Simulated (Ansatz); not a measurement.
Reactions of B$_{2}$O$_{2}$ (`O=BB=O`).

Computed with Ansatz on PBE0-D4/def2-TZVP structures; ΔE is electronic, products minus reactants. CBS: def2 TZ/QZ extrapolation, frozen cores. Functionals use def2-TZVPP. Open shells (•) are unrestricted, without spin–orbit coupling. Spin–orbit coupling would lower the free atoms: a little for B, O. Each species was taken in one conformer, which may not be the lowest.

| reaction | CCSD(T)/CBS(def2) (kJ/mol) |
| --- | --- |
| `O=BB=O` + hydrogen peroxide → 2 `O=BO` | -506 |
| `O=BB=O` + Cl₂ → 2 `O=BCl` | ? |
| `O=BB=O` → 2 B• + 2 O• | 2107 |
| `O=BB=O` → 2 `[B]=O`• | 487 |

Task: Fill in the missing values. (Best estimate.)

Result: Ansatz gave: `O=BB=O` + Cl₂ → 2 `O=BCl`: -280.3 kJ/mol.

Largest T1 diagnostic: 0.029, for `[B]=O`•, so its coupled-cluster energy is less sure.
